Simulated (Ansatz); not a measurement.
Name a neutral molecule of Cl, F, Mo, O and H with LUMO energy (PBE0/def2-TZVPP) between -4.90 and -4.60 eV and HOMO energy (B3LYP/def2-TZVPP) between -9.25 and -8.95 eV (Ansatz, PBE0-D4/def2-TZVP geometry).

`[OH][Mo]([OH])([F])([F])([F])[Cl]` (-4.64 eV, -9.15 eV). Other molecules can fit too; these were computed, each in one conformer that needn't be the lowest.

B3LYP here is the variant with VWN-RPA as its local correlation; programs differ in this.
